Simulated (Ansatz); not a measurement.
Fe₂Pt⁻. Charge -1, multiplicity 6. Geometry r2SCAN-D4/def2-TZVP, that of the neutral septet; atoms count from 1.

```tsv
atom	x (Å)	y (Å)	z (Å)
Fe1	-0.8255	0.9451	-0.2471
Fe2	-0.2351	-1.0994	-0.6761
Pt3	1.0606	0.1544	0.9232
```

In the def2 sets Pt takes a core potential; there is no spin–orbit coupling. The charge -1 sextet is spin-contaminated (final ⟨S²⟩ up to 10.64, 8.75 for a pure state). The highest occupied level of the charge -1 sextet lies above zero (up to 0.36 eV). Its loss leaves the charge 0 septet, which lies 0.83 eV higher (vertical, at PBE0-D4/def2-TZVPD), but this difference is unsure: the septet is doubtful (at the level of its geometry, ⟨S²⟩ 12.62, where a pure state has 12.00). At PBE0-D4/def2-TZVPD a octet of charge -1 lies 0.47 eV below the sextet at the same geometry. That octet is doubtful there (⟨S²⟩ 16.52, where a pure state has 15.75). The structure comes from a short search, and lower isomers may exist.

Estimate the Mulliken populations from the PBE0/def2-TZVPD orbitals of Ansatz.


```json
{"atom": "Fe1", "charge (e)": "-0.34", "spin (α − β)": "2.61", "d electrons": "6.63"}
{"atom": "Fe2", "charge (e)": "-0.29", "spin (α − β)": "2.58", "d electrons": "6.66"}
{"atom": "Pt3", "charge (e)": "-0.36", "spin (α − β)": "-0.19", "d electrons": "9.26"}
```
Mulliken values and Mayer orders depend strongly on the basis. With diffuse functions, as here, like atoms can get unlike values, and bond orders can come out too low or too high.

Where does the spin sit?

Summed by element: Fe 5.19, Pt -0.19, of 5 unpaired in all. Largest on single atoms: Fe1 2.61, Fe2 2.58, Pt3 -0.19.

And the Mayer bond orders between bonded heavy atoms (over 0.3)?

Fe1–Fe2 1.74 (2.17 Å); Fe1–Pt3 1.16 (2.36 Å); Fe2–Pt3 1.01 (2.41 Å).
